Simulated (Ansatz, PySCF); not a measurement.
Gas-phase reaction R1 → P1 + P2, each structure at its B3LYP-D3(BJ)/def2-TZVP stationary point, reached from a drawn start (curvature not checked).
R1: C2H6Cd (SMILES [CH3][Cd][CH3]), charge 0, multiplicity 1.
P1, CH3Cd (SMILES [CH3][Cd]) (charge 0, multiplicity 2):
```xyz
5

Cd    -1.206    -1.629    -0.216
C      0.171     0.231     0.031
H      1.032    -0.113     0.596
H     -0.421     0.967     0.567
H      0.424     0.545    -0.978
```
P2, CH3 (SMILES [CH3]) (charge 0, multiplicity 2, Z-matrix in Å and degrees):
```
C
H 1 1.0790
H 1 1.0790 2 120.00
H 1 1.0790 2 120.00 3 -179.96
```

P less R. No zero-point or thermal terms; singlets are restricted closed shells; open shells are unrestricted; no spin–orbit coupling. The spin states of the d-block species are the ones drawn and need not be the lowest.

Cores are frozen in the correlated methods.

Run with Ansatz (a first-principles code); PySCF for the D3/D4 terms. All values are computed, each at the level named. Elements past Kr take the def2 small-core potentials, without spin–orbit coupling.

```
level                     reaction energy (kcal/mol)
------------------------  --------------------------
revPBE-D3(BJ)/def2-TZVPP                       60.06
r2SCAN-D3(BJ)/def2-TZVPP                       59.98
r2SCAN-D4/def2-TZVPP                           59.91
BHLYP-D4/def2-TZVPP                            56.78
CAM-B3LYP-D4/def2-TZVPP                        62.59
MP2/def2-QZVPP                                 70.59
SCS-MP2/def2-SVP                               62.87
CCSD(T)/def2-SVP                                 ___
CCSD(T)/def2-QZVPP                               ___
```

Problem. Fill in the missing entries.

Solution. 
- CCSD(T)/def2-SVP, reaction energy (kcal/mol): 60.12
- CCSD(T)/def2-QZVPP, reaction energy (kcal/mol): 64.54
